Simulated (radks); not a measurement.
Species: As6+. Configuration: [Ar] 3d9 (the NIST ground configuration). All-electron calculation, non-relativistic Kohn-Sham, LDA (Slater exchange, Perdew-Wang correlation), spin-unpolarised, spherical densities, point nucleus. Program: a radial shooting solver on a logarithmic mesh with Libxc functionals.

Radial electron density D(r) = 4 pi r^2 rho(r):

r (bohr)  D(r) (e/bohr)
0.005477          6.464
0.006908          9.357
0.008711          13.22
0.01099           18.11
0.01385           23.87
0.01747           30.00
0.02204           35.55
0.02779           39.26
0.03505           40.04
0.0442            37.81
0.05574           34.33
0.07029           32.84
0.08864           35.97
0.1118            42.60
0.141             47.12
0.1778            43.85
0.2242            33.83
0.2828            25.54
0.3566            25.45
0.4497            29.46
0.5672            28.51
0.7153            20.39
0.902             10.52
1.138             3.865
1.435            0.9808
1.809            0.1618
2.282           0.01547

D(r) has 3 maxima, at r = 0.0329, 0.146, 0.491 bohr, and minima at 0.0681, 0.316 bohr, inside which lie 2.08, 11.05 electrons.
